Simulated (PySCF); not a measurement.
# Fe(13+): ionisation energy

Fe(13+) [Ne] 3s2 3p1 [3p1/2^1, M_J = 1/2] → Fe(14+) [Ne] 3s2, as a difference of total energies. Calculation: PySCF 2.14, in an even-tempered Gaussian basis (19 s from 1 bohr⁻², ratio 2.4; 13 p from 1.3 bohr⁻², ratio 2.4; 5 d from 5.4 bohr⁻², ratio 2.6; 4 f from 8.2 bohr⁻², ratio 2.6); the two-component X2C-1e Hamiltonian. Correlated levels: 1s2 frozen; the 50 highest virtual spinors dropped. "Screened" scales the spin-orbit matrix elements by Boettger's factors to mimic the two-electron term; Breit and QED terms are absent.

```tsv
method	ionisation energy (eV)
GHF (spin-free)	389.55
GMP2 (spin-free)	389.98
GHF (screened spin-orbit)	391.17
GMP2 (screened spin-orbit)	391.63
```

Q: How much does correlation contribute at GMP2 (screened spin-orbit)?

A: 391.63 − (391.17) = 0.46 eV, measured against GHF (screened spin-orbit).

For comparison: 392.2 ± 0.7 eV (semi-empirical (NIST evaluation); NIST Atomic Spectra Database, ionization energies).
